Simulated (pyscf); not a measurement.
H₃C–O–Ti(OH)(OH)–OH, singlet

Gas-phase minimum from PySCF at ωB97X-D3(BJ)/def2-SVP, one conformer. 

```xyz
12

C      0.3693     1.3462    -0.2130
O     -0.4606     0.3805    -0.7897
Ti    -1.0403    -1.2787    -0.5958
O     -0.4786    -2.2438    -2.0034
O     -0.3692    -1.9551     0.9205
O     -2.8240    -1.3191    -0.4701
H     -0.2057     2.2622     0.0098
H      0.8150     0.9737     0.7269
H      1.1855     1.6122    -0.9068
H     -0.6904    -3.1588    -2.2124
H     -0.8157    -2.1785     1.7429
H     -3.4984    -0.6559    -0.6432
```

Bond lengths (Å): C1–O2 1.398, C1–H7 1.104, C1–H8 1.105, C1–H9 1.104, O2–Ti3 1.768, Ti3–O4 1.797, Ti3–O5 1.791, Ti3–O6 1.789, O4–H10 0.962, O5–H11 0.962, O6–H12 0.962. Angles (°): O2–C1–H7 110.3, O2–C1–H8 111.0, O2–C1–H9 110.3, H7–C1–H8 108.5, H7–C1–H9 108.2, H8–C1–H9 108.5, C1–O2–Ti3 142.9, O2–Ti3–O4 108.4, O2–Ti3–O5 108.9, O2–Ti3–O6 110.8, O4–Ti3–O5 110.1, O4–Ti3–O6 110.8, O5–Ti3–O6 107.8, Ti3–O4–H10 127.7 (the first ones only).

Properties at ωB97X-D3(BJ)/def2-SVP:

```yaml
harmonic_wavenumbers_unscaled: 52, 61, 90, 121, 173, 191, 205, 225, 240, 252, 310, 436, 447, 463, 659, 769, 796, 800, 1176, 1180, 1232, 1474, 1480, 1483, 3030, 3122, 3130, 3944, 3949, 3958 cm⁻¹
zero_point_energy: 50.7 kcal/mol
rotational_symmetry_number: 1
Entropy of this conformer at 298 K and 1 atm, rigid rotor and harmonic oscillator, modes under 100 cm⁻¹ raised to 100: 413.5 J/(mol K)
dipole_moment: 2.03 D
```

Single-point totals, which compare only within one level:

```csv
level,total energy (hartree)
ωB97X-D3(BJ)/def2-TZVP,-1192.48283
PBE/def2-TZVP,-1191.86793
r²SCAN/def2-TZVP,-1192.25715
B3LYP-D3(BJ)/def2-TZVP,-1192.48317
PBE0-D3(BJ)/def2-TZVP,-1191.87359
M06-2X/def2-TZVP,-1192.25312
ωB97M-D3(BJ)/def2-TZVP,-1192.53747
```

Soft torsions are taken as harmonic, which can shift the entropy by several J/(mol K).
